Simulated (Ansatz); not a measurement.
`[Cl][SnH2][Br]`. Total charge 0; spin multiplicity 1. Sn takes the def2 core potential.

```xyz
5

Cl    1.727    1.102   -0.831
Sn   -0.130   -0.105   -0.143
Br   -0.239    0.078    2.312
H     0.143   -1.730   -0.544
H    -1.500    0.655   -0.794
```

(1) List the harmonic frequencies (cm⁻¹, unscaled) at PBE0-D4/def2-TZVP in Ansatz. (Best estimate.)

(2) Is this a minimum?

(3) Give the ideal-gas thermochemistry at 298.15 K and 1 bar (rigid rotor, harmonic oscillator; point group Cs, symmetry number 1).

(4) And at 400, 500, 600, 800 and 1000 K?

Results:

(1) The calculation gave: 96, 265, 378, 411, 508, 633, 674, 1980, 1994.

(2) Yes, all 9 modes are real.

(3) Zero-point energy 41.5 kJ/mol; H(298) − E = 57.5 kJ/mol; entropy 331.9 J/(mol·K), of which translation 177.0, rotation 119.3, vibration 35.6; G(298) − E = -41.4 kJ/mol. Modes under 100 cm⁻¹ are hindered rotations or soft bends, so the harmonic entropy is rough.

(4) 
| T (K) | H − E (kJ/mol) | S (J/mol/K) | G − E (kJ/mol) |
| --- | --- | --- | --- |
| 400 | 65.4 | 354.7 | -76.5 |
| 500 | 73.8 | 373.3 | -112.9 |
| 600 | 82.5 | 389.3 | -151.0 |
| 800 | 101.0 | 415.7 | -231.6 |
| 1000 | 120.3 | 437.3 | -317.0 |
